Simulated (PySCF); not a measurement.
What does the PBE0-D3(BJ)/def2-SVP structure of methyl selenocyanate (`C[Se]C#N`) look like in three dimensions?

```xyz
7
C2H3NSe angstrom
C     -1.0183   -0.0276    0.1001
Se     0.4760   -1.2682    0.2629
C      1.8064   -0.0140    0.1634
N      2.6746    0.7564    0.1037
H     -0.9767    0.4883   -0.8663
H     -1.9214   -0.6502    0.1538
H     -1.0068    0.6863    0.9320
```

Any rigid rotation of these coordinates is as good. Atoms count from 1 in this order. The 2 C–Se bonds span 1.831 Å (Se2–C3, drawn single) to 1.949 Å (C1–Se2, drawn single), a spread of 0.118 Å. The 4 heavy atoms lie in one plane (0.000 Å rms).

Bonds between heavy atoms (Å): C1–Se2 1.949, Se2–C3 1.831, C3≡N4 1.162.

Computed with PySCF 2.14.0, PBE0-D3(BJ)/def2-SVP geometry optimisation, gas phase.

Point group: Cs (every atom within 0.08 Å of its image). PBE0-D3(BJ)/def2-SVP frequencies: not computed here.

On one thread of an Arm Neoverse V2, shared host with 192 logical CPUs at a one-minute load of 42, this took 16 s and 0.36 GiB of memory at its peak. This is the geometry optimisation.
